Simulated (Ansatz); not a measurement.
```yaml
crystal:
  periodic: [false, false, false]
  atoms:
    - {symbol: Ga, position_ang: [0.000000, -0.000000, 0.013677]}
    - {symbol: Br, position_ang: [-0.000000, 0.000000, 2.388273]}
basis:
  gaussian: {orbitals: def2-TZVPD}
hamiltonian: {xc: {name: HF}}
correlation: {method: mp2, frozen_orbitals: {Ga: 9}}
accuracy: high
output: {forces: true}
```

```sh
$ ansatz run in.yaml --threads 4 --pin off --events-out ev --progress --plain --max-ram 10444MiB
```

It prints (some lines left out):

```
Functional definition: HF
Error: "frozen_orbitals" has no count for Br
```

(1) Something in this input is off. What?

Answers

(1) Frozen orbitals are typed for one element alone, and the program wants a count for each. The input was rejected before any iteration.
